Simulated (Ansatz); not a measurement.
Mulliken charges of C$_{2}$H$_{4}$OSSi (`O[SiH]1C=C1S`) from r2SCAN/def2-TZVPP in Ansatz (PBE0-D4/def2-TZVP geometry).

```json
{"atom": "O1", "x (Å)": "0.460", "y (Å)": "1.582", "z (Å)": "1.692", "charge (e)": "-0.416"}
{"atom": "Si2", "x (Å)": "0.885", "y (Å)": "0.588", "z (Å)": "0.463", "charge (e)": "0.596"}
{"atom": "C3", "x (Å)": "0.213", "y (Å)": "-1.034", "z (Å)": "0.161", "charge (e)": "-0.264"}
{"atom": "C4", "x (Å)": "-0.262", "y (Å)": "-0.129", "z (Å)": "-0.726", "charge (e)": "-0.119"}
{"atom": "S5", "x (Å)": "-1.343", "y (Å)": "-0.068", "z (Å)": "-2.052", "charge (e)": "-0.082"}
{"atom": "H6", "x (Å)": "-0.411", "y (Å)": "1.455", "z (Å)": "2.075", "charge (e)": "0.204"}
{"atom": "H7", "x (Å)": "2.251", "y (Å)": "1.011", "z (Å)": "0.112", "charge (e)": "-0.079"}
{"atom": "H8", "x (Å)": "0.035", "y (Å)": "-2.093", "z (Å)": "0.308", "charge (e)": "0.078"}
{"atom": "H9", "x (Å)": "-1.740", "y (Å)": "-1.358", "z (Å)": "-2.050", "charge (e)": "0.083"}
```

Problem. By hand: the dipole of these point charges (1 e Å = 4.8032 D).

Solution. Σ q r = (0.018, -0.073, 0.053) e Å, of length 0.092 e Å = 0.44 D.

Problem. How does the dipole of the full density compare? (Estimate.)

Solution. Computed: (-0.238, -0.267, 0.117) e Å, 1.81 D; the point charges give 0.24 times that, at 52° from its direction.

Point charges leave out the atoms' own dipoles, such as those of lone pairs, and Mulliken's split depends on the basis, so the two needn't agree.
